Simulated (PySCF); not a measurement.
**Spinor energies of Ne²⁺ (neon, charge +2)**

Start: [He] 2s1 2p5; 2s1/2 filled at m_j = +1/2; 2p1/2 filled at m_j = -1/2, +1/2; 2p3/2 filled at m_j = -1/2, +1/2, +3/2. Calculated with PySCF 2.14 in x2c-SVPall-2c with one added diffuse shell of s type (4s2p1d, 15 functions): generalised Hartree-Fock with the X2C-1e Hamiltonian and a Gaussian nucleus; one run each with spin-orbit coupling (SO) switched off, then screened by Boettger's factors. This is a chosen level, not necessarily the ground level.

```json
{"spinor shell": "1s1/2", "electrons": "2", "ε, spin-free (eV)": "-942.65", "ε, screened SO (eV)": "-942.64", "weight of nominal j (screened SO)": "1.000", "rms radius, screened SO (bohr)": "0.183"}
{"spinor shell": "2s1/2", "electrons": "1", "ε, spin-free (eV)": "-98.484", "ε, screened SO (eV)": "-98.479", "weight of nominal j (screened SO)": "1.000", "rms radius, screened SO (bohr)": "0.901"}
{"spinor shell": "2p1/2", "electrons": "2", "ε, spin-free (eV)": "-66.156", "ε, screened SO (eV)": "-65.525", "weight of nominal j (screened SO)": "0.666", "rms radius, screened SO (bohr)": "0.934"}
{"spinor shell": "2p3/2", "electrons": "3", "ε, spin-free (eV)": "-66.156", "ε, screened SO (eV)": "-66.582", "weight of nominal j (screened SO)": "0.777", "rms radius, screened SO (bohr)": "0.929"}
```

| quantity | spin-free | screened SO |
| --- | --- | --- |
| E (hartree) | -125.38653 | -125.38790 |
| M_J | 2 | 2 |
| ⟨J²⟩ | 6.004 | 6.004 |
| ⟨L²⟩ | 2.001 | 2.001 |
| ⟨S²⟩ | 2.004 | 2.004 |

Each row is a mean over spinors that exchange with the open shell spreads, by up to 10.221 eV (2p1/2).

Rows whose weight is well below 1 are mixtures of j = l ± 1/2: exchange outweighs spin-orbit coupling there, and the label is only the starting occupation.

Without spin-orbit coupling the j labels of p, d and f shells carry no meaning; the spin-free column gives the mean over the occupied spinors of each nl shell.
